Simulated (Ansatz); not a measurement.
The first iterations of a band of C3H11NOSi (17 atoms, charge 0, multiplicity 1).

The calculation used Ansatz, RKS LDA/STO-3G.

```yaml
movable_images: 7
climbing_image: yes
spring: 5.0 eV/Å²
optimiser: quadratic models (default)
start_path: through a guess of the saddle point
force_threshold: 0.03 eV/Å
iteration_limit: 51
end_points: relaxed
```

First end point:

```xyz
17
Properties=species:S:1:pos:R:3
C -0.114 -1.898 -0.885
O 0.763 -0.948 -1.585
Si 1.476 0.030 -0.373
C 0.114 0.879 0.642
C -0.875 1.599 -0.294
N -0.649 -0.206 1.376
H -0.894 -2.224 -1.602
H -0.597 -1.428 0.030
H 0.447 -2.809 -0.568
H 2.288 1.017 -1.060
H 2.301 -0.729 0.565
H 0.553 1.628 1.340
H -1.266 0.894 -1.046
H -1.727 2.011 0.273
H -0.377 2.429 -0.821
H -1.447 0.282 1.882
H -0.017 -0.529 2.165
```

Last end point:

```xyz
17
Properties=species:S:1:pos:R:3
C -0.044 -1.922 -0.831
O 0.844 -0.976 -1.523
Si 1.491 0.048 -0.311
C 0.072 0.901 0.619
C -0.893 1.568 -0.380
N -0.698 -0.176 1.357
H -0.572 -1.436 0.050
H 0.518 -2.814 -0.466
H -0.789 -2.282 -1.570
H 2.312 1.030 -0.994
H 2.289 -0.668 0.681
H 0.465 1.682 1.309
H -1.231 0.832 -1.128
H -1.780 1.971 0.137
H -0.393 2.396 -0.907
H -1.522 0.311 1.820
H -0.089 -0.465 2.177
```

| iteration | highest image above the first end (eV) | largest band force component (eV/Å) |
| --- | --- | --- |
| 1 | 55.550 | 163.914 |
| 2 | 15.342 | 37.736 |
| 3 | 7.725 | 23.704 |

Does the band converge within its limit, and where does its top end?

It converged. It ended after 10 iterations with the highest image 0.233 eV above the first end. The profile has 2 maxima (images 2, 6) with wells between them (image 4): this band takes more than one step, which may be the mechanism or a detour left from its start path. A vibrational analysis at the climbing image gives one clearly imaginary mode, 238i cm⁻¹: a first-order saddle point. Limits of this set-up: minimal basis.

The run took 6.1 min on 1 thread of Arm Neoverse N1, on a shared host, peak memory 0.22 GiB.
